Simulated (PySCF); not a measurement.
Dipole response of N (nitrogen, neutral)

[He] 2s2 2p3, high-spin 4S determinant. All numbers are calculated (PySCF 2.14, no relativity, point nucleus, in dyall-av3z (15s9p3d2f, 71 functions)). Coupled (time-dependent) response in atomic units; α is the mean over directions.

```csv
method,mean α (bohr³),C₆ (like pair),S(−4)
UHF,7.119,23.14,27.73
PBE,8.065,27.82,35.17
PBE0,7.631,25.86,30.21
wB97M-V,7.630,25.97,29.74
TPSSh,7.775,26.71,31.27
```

S(−4) is the Cauchy moment in α(ω) = α(0) + S(−4) ω² + …

Reference α: 7.4 ± 0.2 bohr³ (recommended; Schwerdtfeger and Nagle, table of static dipole polarizabilities (2023 update)). Published C₆: 24.20 (Chu and Dalgarno (2004); Tang, Norbeck and Certain (1976)).

α(iu) at PBE:

```json
{"u (hartree)": "0", "α(iu) (bohr³)": "8.065"}
{"u (hartree)": "0.0500", "α(iu) (bohr³)": "7.978"}
{"u (hartree)": "0.100", "α(iu) (bohr³)": "7.735"}
{"u (hartree)": "0.200", "α(iu) (bohr³)": "6.949"}
{"u (hartree)": "0.300", "α(iu) (bohr³)": "6.034"}
{"u (hartree)": "0.500", "α(iu) (bohr³)": "4.425"}
{"u (hartree)": "0.750", "α(iu) (bohr³)": "3.052"}
{"u (hartree)": "1.00", "α(iu) (bohr³)": "2.198"}
{"u (hartree)": "1.50", "α(iu) (bohr³)": "1.282"}
{"u (hartree)": "2.00", "α(iu) (bohr³)": "0.8364"}
{"u (hartree)": "3.00", "α(iu) (bohr³)": "0.4349"}
{"u (hartree)": "5.00", "α(iu) (bohr³)": "0.1797"}
```

A single London oscillator, α(iu) = α/(1 + u²/ω²), gives C₆ = (3/4) ω α². Matching the computed C₆ needs ω = 4 × 27.82 / (3 × 8.065²) = 0.570 hartree.
